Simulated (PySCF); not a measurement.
**C2H4Br2: core ionisation energies**

Compound: C₂H₄Br₂.
Numbering: `[Br:1][CH2:2][CH2:3][Br:4]`

Theory: delta-SCF UKS SCAN, pcX-2 on the ionised atom, pcseg-1 elsewhere, spin-free X2C (PySCF). Each binding energy is the total energy of the core-ionised species, with the hole localised on one atom, minus that of the ground state; both are solved self-consistently, so orbital relaxation is included.

Q: What binding energy does each computed site have?

A: 
```csv
atom(s),bonded to,level,binding energy (eV),count
C2/C3,"Br, C and 2 H",C 1s,292.40,2
```

Q: Which photon wavelength matches the C 1s of C2/C3 threshold?

A: λ = hc/E = 12398.42 eV Å / 292.40 eV = 42.402 Å.

Atoms equivalent by their bonding share one computed value, that of the first of them. No level of bromine is listed. Geometry: PBE0-D3(BJ)/def2-SVP, one conformer, isolated molecule.

On an Arm Neoverse N1 with one thread (shared host), this took 7.8 s and 0.32 GiB of memory at its peak.

Conformer computed: `[Br:1][CH2:2][CH2:3][Br:4]`: Br1–C2–C3–Br4 180°.
